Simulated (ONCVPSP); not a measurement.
## Ca (Z = 20), ONCV: configuration errors across variants

```
Element                 : calcium
Generator               : ONCVPSP 4.0.1
Type                    : optimised norm-conserving Vanderbilt (ONCV)
Functional              : PBE
Relativity              : scalar-relativistic
Frozen core             : [Ne]
Valence charge          : 10
Reference configuration : 3s2 3p6 (charge +2)
Partial waves           : 3s: rc 1.85 bohr, ncon 4, nbas 8, qcut 7.5 1/bohr, 2 projectors, debl 2.8 Ha; 3p: rc 1.15 bohr, ncon 5, nbas 8, qcut 8.4 1/bohr, 2 projectors, debl 3.3 Ha; d scattering state at 0.16 Ha: rc 1.55 bohr, ncon 4, nbas 8, qcut 5.7 1/bohr, 3 projectors, debl 1 Ha
Local potential         : polynomial inside 1.05 bohr (lpopt 5, dvloc0 0 Ha)
Core correction         : Teter function, fcfact 5.5, rcfact 1.25
```

In the d channel the program set the typed energies aside and used 0.050, 1.050, 2.050 Ha.

All-electron excitation energies from the reference (eV): (1) 3s2 3p6 4s2 -18.130; (2) 3s2 3p6 4s1 -11.820; (3) 3s2 3p6 4s1.5 -15.626; (4) 3s1 3p6 4s2 36.100.

2 further variants failed, have other tests or another functional or relativity, and are left out.

A true bound ghost makes a file unfit for plane-wave use even where its test errors are small: the radial tests pick states by their node count and pass the ghost by.

Errors AE − PS in meV (a dash: test not solved or not reliable):

| change | (1) | (2) | (3) | (4) | bound ghosts | GHOST(+) flags above zero |
| --- | --- | --- | --- | --- | --- | --- |
| base | +0.4 | +0.6 | +0.5 | -89 | d | none |
| s: nproj 3 | -0.7 | -0.2 | -0.5 | -90 | d | s |
| d: qcut 6.4 | +0.4 | +0.6 | +0.5 | -89 | d | none |
| core correction Teter function, fcfact 6.3, rcfact 1.25 | +0.4 | +0.5 | +0.5 | -89 | d | none |
| p: nbas 9 | +0.4 | +0.6 | +0.5 | -89 | d | none |
| local potential polynomial inside 0.80 bohr (lpopt 4, dvloc0 3 Ha) | +0.3 | +0.5 | +0.4 | -89 | d | none |
| p: rc 0.8; local potential polynomial inside 0.80 bohr (lpopt 5, dvloc0 0 Ha) | +0.7 | +0.7 | +0.7 | -88 | p, d | s, p |
| p: ncon 3, nbas 6 | +0.4 | +0.6 | +0.5 | -88 | d | none |
| all radii but the core radius scaled by about 1.08 (s 2.00, p 1.24, d 1.68 bohr); local potential polynomial inside 1.14 bohr (lpopt 5, dvloc0 0 Ha) | -0.3 | +0.1 | -0.1 | -130 | d | d |
| s: qcut 9.6 | +0.8 | +0.6 | +0.7 | -24 | d | none |

(1) Give the same row for: core correction Teter function, fcfact 4.5, rcfact 1.4.

## Answers

(1) +0.4, +0.5, +0.5, -89; bound ghosts: d; GHOST(+) flags above zero: none.
